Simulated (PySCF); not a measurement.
Gas-phase reaction: 2 SnCl3 + H2 ⇌ 2 SnHCl3

Energies from PySCF, thermal terms from the rigid-rotor harmonic-oscillator model, ideal gas at 1 bar. † marks an energy on the PBE0/def2-TZVP geometry and frequencies. MP2 freezes the core. Open shells (unrestricted): SnCl3 (multiplicity 2); the rest are closed-shell singlets. B3LYP is the form with VWN-RPA correlation. Sn: scalar-relativistic def2 core potential, no spin-orbit coupling. SnCl3, SnHCl3: computed as isolated molecules; such fragments, hydroxides, amides, oligomers or adducts are transient or little studied in the gas. MP2 isn't extrapolated to the basis-set limit; its ΔH°(298 K) is -165.1 kJ in def2-SVP and -166.4 kJ in def2-TZVPP. The harmonic model lacks anharmonicity and excited electronic states, which grow with temperature; levels with a mode under 35 cm⁻¹ are left out. Soft modes under 120 cm⁻¹ make the harmonic entropy rough for SnCl3, SnHCl3.

ΔH° and ΔS° at 298 K: B3LYP/def2-TZVP† -106 kJ, -142 J/K; BLYP/def2-TZVP† -73 kJ, -142 J/K; MP2/def2-SVP† -165 kJ, -142 J/K; r2SCAN/def2-TZVP† -118 kJ, -142 J/K; ωB97X-V/def2-TZVP† -168 kJ, -142 J/K.

Problem. With the heat capacities included, give log10 K (1 bar) at 800, 1000, 1400, 1600, 2000 K from B3LYP/def2-TZVP†, BLYP/def2-TZVP†, MP2/def2-SVP†, r2SCAN/def2-TZVP†, ωB97X-V/def2-TZVP†.

Solution. 
```tsv
T (K)	B3LYP/def2-TZVP†	BLYP/def2-TZVP†	MP2/def2-SVP†	r2SCAN/def2-TZVP†	ωB97X-V/def2-TZVP†
800	-0.6	-2.7	3.3	0.2	3.5
1000	-2.0	-3.7	1.1	-1.3	1.3
1400	-3.5	-4.7	-1.3	-3.0	-1.2
1600	-3.9	-5.0	-2.0	-3.5	-1.9
2000	-4.6	-5.4	-3.0	-4.2	-2.9
```
